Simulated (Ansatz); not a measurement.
A series at Sn: from `[F][Sn]([F])([F])[Cl]`, ligands are replaced one by one, each step taking up HCl and setting free H–F; n counts the steps. Ansatz, PBE0-D4/def2-TZVP geometries.

```csv
n,molecule,"HOMO energy, ωB97M-V/def2-TZVPP (eV)"
0,`[F][Sn]([F])([F])[Cl]`,-12.96
1,`[F][Sn]([F])([Cl])[Cl]`,-12.49
2,`[F][Sn]([Cl])([Cl])[Cl]`,-12.22
3,`[Cl][Sn]([Cl])([Cl])[Cl]`,?
```

Question: By hand: fit a straight line y = ȳ + b (n − n̄) to the 3 given rows and predict n = 3.

Answer: n̄ = 1.000, ȳ = -12.557; Σ(n − n̄)(y − ȳ) = 0.740, Σ(n − n̄)² = 2.000, so b = 0.370 eV a step. Prediction: -12.557 + (0.370) × (2.000) = -11.82 eV.

Question: By hand: compare with the computed value, -12.05 eV, and give the steps along the whole series.

Answer: The line misses by -0.23 eV (computed minus predicted). Steps: 0.47, 0.27, 0.17 eV.

The steps shrink at each stage, from 0.47 to 0.17 eV, so the series is curved and an end member is harder to predict than an inner one. The highest orbital can change its character along such a series. The miss is 25.3 % of the series' range.
